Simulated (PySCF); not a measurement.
Parent: `[CH2:1]=[CH:2][CH2:3][GeH2:4][SiH3:5]` with C1–C2–C3–Ge4 104°, C2–C3–Ge4–Si5 51°, C3H10GeSi.

The calculation used PySCF, PBE0-D3(BJ)/def2-SVP geometry optimisation, gas phase. One conformer each, not checked by frequencies here.

| coordinate of the parent | value |
| --- | --- |
| C1=C2 | 1.336 Å |
| C2–C3 | 1.489 Å |
| C3–Ge4 | 1.980 Å |
| Ge4–Si5 | 2.383 Å |
| C1–C2–C3 | 125.7° |
| C2–C3–Ge4 | 111.6° |
| C3–Ge4–Si5 | 110.9° |

Question: In one relative the bonds that all share with the parent change as follows (parent's numbers): C3–Ge4 -0.007, Ge4–Si5 -0.002 Å. Which is it?
A. `[NH2:1][CH2:2][GeH2:3][SiH3:4]` with H–N1–C2–Ge3 -68° and 173°, N1–C2–Ge3–Si4 -40°
B. `[N:1]#[C:2][GeH2:3][SiH3:4]`

Answer: A. The changes in all of them (Å):

| SMILES | C3–Ge4 | Ge4–Si5 |
| --- | --- | --- |
| N#[C][GeH2][SiH3] | -0.050 | +0.001 |
| N[CH2][GeH2][SiH3] | -0.007 | -0.002 |

Atoms are paired thus: N#[C][GeH2][SiH3]: C3 = C2, Ge4 = Ge3, Si5 = Si4; N[CH2][GeH2][SiH3]: C3 = C2, Ge4 = Ge3, Si5 = Si4.
